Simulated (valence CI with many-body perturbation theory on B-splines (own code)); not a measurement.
# Valence orbitals of Hg LXXIV

Calculated by relativistic CI+MBPT: five valence electrons over a frozen Dirac-Fock core [He], radial functions for each j: 11 s, 11 p, 10 d, 8 f, 5 g, 2 h, with the one-electron correlation potential Σ1 (screened to all orders), the two-electron term Σ2, the three-electron term Σ3, Breit, model QED; selected single and double excitations, second order for the rest, scaled by the run's own slope (own B-spline code, finite nucleus).

No measured spectrum was set against this ion. As an estimate, large intervals hold to a few tenths of a per cent, small ones and those within an open d or f shell to about a per cent. Among the levels kept, up to 7500 cm⁻¹ of a level comes from second order outside the variational space, and about a tenth of that is noise between levels of different J, which matters for small intervals.

These are the spectroscopic orbitals of the CI (the correlating ones are not listed), shaped by the core and the other valence electrons. h is the expectation value of the core's Dirac-Fock operator, without the valence repulsion; Σ1 is computed up to l = 3 at one energy for each symmetry, that of its lowest orbital but kept below the first core excitation, so for empty shells it is not the orbital's own correlation shift; Breit and QED include the response of the core.

```tsv
Orbital	h (hartree)	Σ1 (cm⁻¹)	Breit (cm⁻¹)	QED (cm⁻¹)	⟨r⟩ (bohr)
2s1/2	-866.75	-1659	164005	209265	0.06733
3s1/2	-373.98	-423	44586	59550	0.1593
4s1/2	-206.03	-166	17426	24175	0.2924
5s1/2	-130	-82.2	8642	12081	0.4658
6s1/2	-89.365	-46.5	4896	6872	0.6798
7s1/2	-65.16	-28.8	3038	4275	0.9340
2p1/2	-858.43	-4892	331538	15098	0.05514
3p1/2	-371.64	-1136	86308	3084	0.1481
4p1/2	-205.07	-439	33496	1177	0.2819
5p1/2	-129.52	-215	16537	575	0.4562
6p1/2	-89.09	-121	9351	324	0.6710
7p1/2	-64.988	-74.9	5798	200	0.9260
2p3/2	-778.41	-2598	99727	31898	0.06318
3p3/2	-347.83	-613	28042	8405	0.1596
4p3/2	-195.13	-239	14337	3396	0.2972
5p3/2	-124.47	-118	7216	1702	0.4753
6p3/2	-86.193	-67.0	4130	972	0.6940
7p3/2	-63.175	-41.6	2583	607	0.9527
3d3/2	-346.99	-271	2970	-211	0.1346
4d3/2	-194.77	-119	1640	51.8	0.2729
5d3/2	-124.29	-61.8	786	54.7	0.4517
6d3/2	-86.087	-35.9	476	39.8	0.6711
7d3/2	-63.109	-22.7	307	28.0	0.9306
3d5/2	-340.56	-219	947	2510	0.1384
4d5/2	-192.04	-95.1	525	1183	0.2775
5d5/2	-122.89	-49.2	243	630	0.4573
6d5/2	-85.279	-28.6	148	372	0.6777
7d5/2	-62.6	-18.1	95.5	237	0.9382
4f5/2	-191.91	-20.3	16.5	-305	0.2385
5f5/2	-122.83	-11.6	13.7	-147	0.4187
6f5/2	-85.245	-7.1	8.2	-81.7	0.6394
7f5/2	-62.58	-4.6	5.8	-50.2	0.9004
4f7/2	-190.61	-18.7	5.0	286	0.2410
5f7/2	-122.16	-10.6	4.2	157	0.4214
6f7/2	-84.858	-6.4	2.3	94.0	0.6426
7f7/2	-62.336	-4.2	1.6	60.4	0.9041
5g7/2	-122.15		0.1	-100	0.3678
6g7/2	-84.847		0.1	-57.6	0.5891
7g7/2	-62.328		0.1	-36.2	0.8508
5g9/2	-121.75		0.0	79.8	0.3696
6g9/2	-84.618		0.0	46.7	0.5911
7g9/2	-62.184		0.0	29.6	0.8530
6h9/2	-84.617				0.5236
6h11/2	-84.466				0.5251
```

Among the shells of the start configuration 2s2 2p3, Σ1 is largest in size for 2p1/2, where it is 0.0026 % of h.

Lowest root of each symmetry, sizes in configuration state functions:

| J | Parity | Roots | Reference | Variational | Second order | Change by selected CI (cm⁻¹) | Change by second order (cm⁻¹) |
| --- | --- | --- | --- | --- | --- | --- | --- |
| 1/2 | even | 26 | 102 | 31996 | 298911 | -46998 | -1153 |
| 3/2 | even | 34 | 157 | 31998 | 839859 | -46228 | -2851 |
| 5/2 | even | 29 | 157 | 31997 | 1046767 | -38197 | -2901 |
| 7/2 | even | 13 | 110 | 31993 | 889592 | -35619 | -3359 |
| 9/2 | even | 5 | 67 | 31992 | 463500 | -36229 | -1170 |
| 1/2 | odd | 26 | 101 | 31994 | 380748 | -38886 | -1161 |
| 3/2 | odd | 36 | 159 | 31989 | 650262 | -39789 | -1888 |
| 5/2 | odd | 29 | 151 | 31984 | 953418 | -34758 | -3033 |
| 7/2 | odd | 17 | 113 | 31990 | 894548 | -33354 | -4367 |
| 9/2 | odd | 6 | 65 | 31998 | 424453 | -30236 | -1119 |
| 11/2 | odd | 2 | 33 | 31995 | 209118 | -36073 | -425 |
